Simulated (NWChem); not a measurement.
Species: WO, triplet; SMILES [O]=[W]

```xyz
2

W      0.0000     0.0000    -0.1408
O      0.0000     0.0000     1.5092
```
Atoms are numbered in this order, from 1.

Level: PBE0-D3(BJ)/def2-TZVP with def2 effective core potentials on W, spin-unrestricted (NWChem), optimised geometry, unscaled harmonic frequencies. def2 effective core potentials on W; no spin-orbit coupling.

```json
[
 {"frequency (cm⁻¹)": "1118", "IR intensity (km/mol)": "80.6"}
]
```

| Item | Result |
|---|---|
| zero-point energy | 1.6 kcal/mol |
| thermal correction to the enthalpy at 298.15 K (with zero-point energy) | 3.7 kcal/mol |
| heat capacity Cv | 5.2 cal/(mol K) |

Rigid rotor and harmonic oscillator.
